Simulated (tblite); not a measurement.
Species: C11H11N4 (charge +1).
SMILES with atom numbers: `[CH2:1]=[CH:2][c:3]1[cH:4][cH:5][n+:6]([CH3:7])[c:8](-[c:9]2[n:10][cH:11][n:12][cH:13][n:14]2)[cH:15]1` (hydrogens: H16, H17 on C1; H18 on C2; H19 on C4; H20 on C5; H21, H22, H23 on C7; H24 on C11; H25 on C13; H26 on C15)

A start from a force field or distance geometry was refined with GFN2-xTB geometry optimisation, gas phase in tblite 0.8.0. Values at the start:

```tsv
coordinate	start
C1–H16	1.097 Å
C1–H17	1.086 Å
C2–C3	1.484 Å
C2–H18	1.089 Å
C3–C4	1.374 Å
C3–C15	1.388 Å
C4–C5	1.395 Å
C4–H19	1.093 Å
C5–N6	1.353 Å
N6–C7	1.484 Å
N6–C8	1.373 Å
C7–H21	1.097 Å
C8–C9	1.470 Å
C8–C15	1.419 Å
C9–N10	1.338 Å
N10–C11	1.334 Å
C2–C3–C15	121.8°
C4–C3–C15	119.1°
C4–C5–N6	121.0°
C5–N6–C8	120.9°
N6–C8–C9	120.3°
N6–C8–C15	118.4°
C8–C9–N14	118.4°
C9–C8–C15	121.2°
C1–C2–C3–C4	148°
N6–C8–C9–N10	-142°
```

Task: How do these coordinates change at the GFN2-xTB level?

Result: 
```csv
coordinate,GFN2-xTB (Å or °),change
N6–C7,1.444,-0.040
C2–C3,1.447,-0.037
C8–C15,1.385,-0.034
C3–C4,1.404,+0.030
C4–C5,1.371,-0.024
C1–H16,1.076,-0.021
N6–C8,1.355,-0.018
C4–H19,1.079,-0.014
N10–C11,1.321,-0.013
C3–C15,1.399,+0.011
C5–N6,1.342,-0.011
C8–C9,1.480,+0.010
C1–H17,1.077,-0.009
C7–H21,1.088,-0.009
C2–H18,1.082,-0.007
C9–N10,1.332,-0.006
C9–C8–C15,116.8,-4.4
C4–C3–C15,115.9,-3.2
N6–C8–C9,123.0,+2.7
C8–C9–N14,120.9,+2.5
C2–C3–C15,123.9,+2.1
C4–C5–N6,122.9,+1.9
C5–N6–C8,119.1,-1.8
N6–C8–C15,120.2,+1.8
C1–C2–C3–C4,-175,+37
N6–C8–C9–N10,-174,-32
```

The energy falls by 26.6 kJ/mol over 105 L-BFGS steps, the largest force on an atom goes from 1.97 to 0.009 eV/Å, and the atoms move by 0.494 Å rms after alignment. The bond that changes most is N6–C7 (pyridinium-type nitrogen to N-methyl carbon), which shortens by 0.040 Å. Bonds longer at the end by more than 0.005 Å: 3 of 27; shorter: 16. Among the dihedrals that turn most is C1–C2–C3–C15, from -35° to 5°. Rotational constants go from 1117, 410.9, 312.0 to 1082, 436.2, 312.0 MHz.

The run took 1.4 s of wall time on Arm Neoverse V1, one thread, no GPU, on a shared host.

Its GFN2-xTB frequencies are all real (lowest 22 cm⁻¹).

One conformer stands for the species.

The numbers are calculated, not measured.
